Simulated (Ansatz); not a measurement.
Ansatz (a quantum-chemistry and plane-wave program) input:

Ansatz 0.2 input:
```yaml
crystal:
  periodic: [false, false, false]
  atoms:
    - {symbol: Si, position_ang: [0.01566101, -0.00012646, 0.01097201]}
    - {symbol: F, position_ang: [-0.21614484, -1.07209837, -1.12533407]}
    - {symbol: F, position_ang: [-0.66972982, -0.53406663, 1.32244893]}
    - {symbol: F, position_ang: [-0.70624062, 1.34363363, -0.39794863]}
    - {symbol: N, position_ang: [1.69761080, 0.25196705, 0.30699959]}
    - {symbol: H, position_ang: [2.22650780, 0.60078335, -0.49510129]}
basis:
  gaussian:
    orbitals: def2-TZVPD
hamiltonian:
  xc: {name: SVWN5}
magnetization: {spin_polarized: true, initial_magnetization: 1}
output: {forces: true}
```

Question: What final total energy does it print?

Answer: -641.22304 Eh (SVWN5/def2-TZVPD). The basis has 209 functions.

It need not be the lowest isomer of its formula.
